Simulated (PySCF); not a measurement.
# Optical rotation: `C=C[C@@H]1[SiH2]C[Si@H]1Cl`, C4H9ClSi2

Geometry (Å), atoms numbered from 1 in this order:
```xyz
16

C     2.631   -0.600   -0.882
C     1.423   -0.060   -0.850
C     0.397   -0.341    0.176
Si   -1.318   -0.934   -0.508
C    -2.107    0.619    0.301
Si   -0.422    1.198    1.005
Cl   -0.347    1.128    3.025
H     2.955   -1.300   -0.129
H     3.343   -0.369   -1.656
H     1.129    0.640   -1.623
H     0.816   -1.039    0.904
H    -1.391   -0.944   -1.968
H    -1.761   -2.213    0.044
H    -2.866    0.407    1.050
H    -2.557    1.310   -0.406
H     0.066    2.507    0.583
```

Computed, not measured: PySCF, TDDFT PBE0/aug-cc-pVDZ circular dichroism and optical rotation, one conformer, gas phase. Geometry: GFN2-xTB.

The molecule is flexible and this is one conformer; a measurement averages over conformers. States above about 6.8 eV lie in this functional's continuum (it starts at minus the energy of the highest occupied orbital, well below the true ionisation energy for most functionals) and depend on the basis.

Stereocentres: C3 R, Si6 R.

(1) Give the optical rotatory dispersion at 633, 589.3, 546, 436, 405, 365, 355 nm.

(2) And for the mirror image at 589.3 nm?

(3) What is the molar rotation [Φ] = [α]·M/100 of the geometry above at 589.3 nm?

## Answers

(1) [α] in deg dm⁻¹ (g/mL)⁻¹:
```
λ (nm)  origin-invariant length gauge  modified velocity gauge  length gauge (centre of mass)  isotropic polarisability (au)
   633                         -152.9                   -151.4                         -152.8                          119.4
 589.3                         -180.7                   -178.9                         -180.7                          120.1
   546                         -217.1                   -214.8                         -217.0                          120.9
   436                         -387.6                   -382.9                         -387.4                          124.4
   405                         -477.5                   -471.4                         -477.1                          126.1
   365                         -656.4                   -647.0                         -655.8                          129.1
   355                         -719.0                   -708.4                         -718.3                          130.1
```

(2) +180.7 deg dm⁻¹ (g/mL)⁻¹ (origin-invariant length gauge): the same size and the opposite sign.

(3) With M = 148.74 g/mol, -268.8 deg cm² dmol⁻¹ (origin-invariant length gauge).

The first excitation lies at 5.36 eV (231 nm) with R = -19.0 × 10⁻⁴⁰ esu² cm² (velocity form).
